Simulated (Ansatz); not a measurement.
```yaml
crystal:
  periodic: [false, false, false]
  atoms:
    - {symbol: O, position_ang: [-0.447404, 1.400510, -0.158266]}
    - {symbol: Sn, position_ang: [0.371806, -0.318189, -0.659686]}
    - {symbol: O, position_ang: [1.256531, -0.847908, 1.007746]}
    - {symbol: Xx, position_ang: [-1.328157, -1.877091, -1.106581]}
    - {symbol: H, position_ang: [-1.182737, 1.666406, -0.718500]}
    - {symbol: H, position_ang: [1.372061, -0.087828, 1.589188]}
basis:
  gaussian: {orbitals: def2-TZVP, nuclear_model: gaussian}
magnetization: {spin_polarized: true, initial_magnetization: 1}
hamiltonian: {xc: {name: LC-wPBE}}
output: {forces: true}
```

```sh
$ ansatz run in.yaml --threads 4 --pin off --events-out ev --progress --plain --max-ram 10444MiB
```

Shortened log:

```
Error: YAML parse error: error: line 7 column 16: `Xx` is not an element symbol (H … Og, case-exact)
 --> <input>:7:16
5 |     - {symbol: Sn, position_ang: [0.371806, -0.318189, -0.659686]}
6 |     - {symbol: O, position_ang: [1.256531, -0.847908, 1.007746]}
7 |     - {symbol: Xx, position_ang: [-1.328157, -1.877091, -1.106581]}
8 |     - {symbol: H, position_ang: [-1.182737, 1.666406, -0.718500]}
9 |     - {symbol: H, position_ang: [1.372061, -0.087828, 1.589188]}
```

Q: Something in this input is off. What?

A: An element symbol is wrong. The program refused the input.
